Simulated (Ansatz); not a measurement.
`OC=C=[CH][InH2]` + H₂ → `C=C=CO` + `[InH3]` at 298.15 K and 1 bar (hydrogenolysis of a C–In bond).

Gas-phase electronic energies from Ansatz, PBE0-D4/def2-TZVP geometries. CCSD(T)/CBS is the MP2 limit (def2-TZVPP, def2-QZVPP) plus CCSD(T) − MP2 in def2-TZVPP, frozen cores. This one scheme is used for every species. def2 core potentials past Kr. For In outer-core shells are correlated without core-valence functions, which leaves a few kJ/mol of doubt a bond. One conformer a species, not always the lowest.

| species | CCSD(T)/CBS energy (Eh) | H − E (kJ/mol) | S (J/(mol·K)) |
| --- | --- | --- | --- |
| `OC=C=[CH][InH2]` | -382.04566 | 186.9 | 365.0 |
| H₂ | -1.17544 | 35.1 | 130.4 |
| `C=C=CO` | -191.65809 | 175.5 | 281.7 |
| `[InH3]` | -191.56739 | 54.8 | 229.0 |

H − E and S are ideal-gas, rigid-rotor, harmonic terms from PBE0-D4/def2-TZVP, for one conformer and one mirror image of each species. For small species the MP2-based limit differs from directly extrapolated CCSD(T) by up to some mEh (0.8 for H₂); such offsets cancel only in part. 1 Eh = 2625.50 kJ/mol, R = 8.31446 J/(mol·K).

Question: By hand: ΔE, ΔH, ΔS and ΔG.

Answer: ΔE = (-191.65809) + (-191.56739) − (-382.04566) − (-1.17544) = -0.00438 Eh = -11.5 kJ/mol. Δ(H − E) = 175.5 + 54.8 − 186.9 − 35.1 = 8.3, so ΔH = -3.2 kJ/mol. ΔS = 281.7 + 229.0 − 365.0 − 130.4 = 15.3 J/(mol·K). ΔG = -3.2 − 298.15 × (15.3)/1000 = -7.8 kJ/mol.

Question: By hand: the equilibrium constant, and the temperature at which ΔG would vanish if ΔH and ΔS stayed fixed.

Answer: log₁₀ K = −ΔG/(RT ln 10) = 1.4. ΔH and −TΔS have one sign here, so there is no such temperature. One of them is within its doubt of zero, so this could turn.

TΔS isn't small against ΔH here. A doubt of 5 kJ/mol in ΔE shifts log₁₀ K by 0.9 here. Other conformers and mirror images would add mixing entropy, several J/(mol·K) or more a flexible species. These are equilibria of isolated gas molecules and say nothing of rates. Largest T1 diagnostic: 0.014 (customary marks: 0.02 for closed shells, 0.045 for open ones).
